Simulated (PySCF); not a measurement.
FeCl3, SMILES [Fe]([Cl])([Cl])[Cl] (connectivity only; charge and spin as stated), neutral, multiplicity 6.

Geometry: PBE0-D3(BJ)/def2-SVP. The multiplicity is an assumed one; other spin states were not compared. The isomer is the one that the SMILES or the coordinates give; other isomers of the formula were not compared.

Two levels are set side by side: PBE/def2-TZVPD (PySCF) and B3LYP/def2-TZVPD (PySCF). Same geometry, gas phase. Differences are taken from unrounded values.

| quantity | B3LYP | PBE | PBE minus B3LYP |
|---|---|---|---|
| α-spin orbital gap (eV) | 7.88 | 5.95 | -1.93 |
| β-spin orbital gap (eV) | 3.38 | 1.47 | -1.91 |
| mean polarisability (bohr³) | 83.0 | 86.1 | 3.0 |

PBE's more diffuse valence density responds more strongly to a field. Differences between two approximate levels are no errors against the true value.

Rough cost on one machine, each run with all the roots and properties that it gave: B3LYP against PBE within a factor of 2.
